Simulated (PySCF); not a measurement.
Isomers of C6H11BO2, from PySCF, PBE0-D3(BJ)/def2-SVP geometry optimisation, gas phase. One conformer each, no zero-point energy, no frequencies.

**Question.** Which isomer lies lower at this level?
A. `[CH3:1][CH:2]([CH3:3])[C:4]1=[CH:5][O:6][BH2-:7][O+:8]=[CH:9]1` with C1–C2–C4–C5 -106°, C4–C5–O6–B7 16°, C5–O6–B7–O8 -40°, O6–B7–O8–C9 39°, C2–C4–C9–O8 178°: A = 3207, B = 1065, C = 983.5 MHz, dipole 5.06 D
B. `[CH2:1]=[CH:2][CH2:3][C@@H:4]1[CH2:5][CH2:6][O:7][BH:8][O:9]1` with C1–C2–C3–C4 -107°, C2–C3–C4–C5 -61°, C3–C4–C5–C6 -173°, C4–C5–C6–O7 52°, C5–C6–O7–B8 -26°, C6–O7–B8–O9 -1°: A = 4099, B = 910.0, C = 790.9 MHz, dipole 2.94 D

**Answer.** B. That is `C=CC[C@@H]1CCOBO1`, 24.2 kcal/mol below the other.

| SMILES | mapped SMILES | E (Eh) | relative (kcal/mol) | relative (kJ/mol) | dipole (D) |
| --- | --- | --- | --- | --- | --- |
| C=CC[C@@H]1CCOBO1 | [CH2:1]=[CH:2][CH2:3][C@@H:4]1[CH2:5][CH2:6][O:7][BH:8][O:9]1 | -409.86380 | 0.0 | 0.0 | 2.94 |
| CC(C)C1=CO[BH2-][O+]=C1 | [CH3:1][CH:2]([CH3:3])[C:4]1=[CH:5][O:6][BH2-:7][O+:8]=[CH:9]1 | -409.82529 | 24.2 | 101.1 | 5.06 |
